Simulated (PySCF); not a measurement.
Molecule: sum formula ZnO2H2 (charge +1, doublet). The spin state was set by rule; other spins were not relaxed. 
Coordinates optimised at B3LYP-D3(BJ)/def2-TZVP (Ansatz):
```xyz
5

Zn    -0.0009     0.0183     0.0023
O      1.3567     0.0958    -1.1564
H      1.7616     0.9376    -1.4351
O     -1.3449    -0.3284     1.1272
H     -1.8285     0.3738     1.5996
```
Charge +1, spin multiplicity 2.

Dispersion corrections to the total energy (kcal/mol) from the dftd3 and dftd4 libraries through PySCF: D3(BJ) without and D4 with the three-body term, each with the damping fitted for the functional named.

```tsv
functional	D3(BJ)	D4
TPSS	-1.51	…
CAM-B3LYP	…	-0.83
PW6B95	-0.65	-0.93
BLYP	-2.66	-2.17
B3LYP	-2.19	-1.59
HF	-11.80	-3.65
PBE	…	-0.98
```

Q: Complete the blanks.

A: 
- TPSS, D4: -1.31
- CAM-B3LYP, D3(BJ): -0.96
- PBE, D3(BJ): -1.19
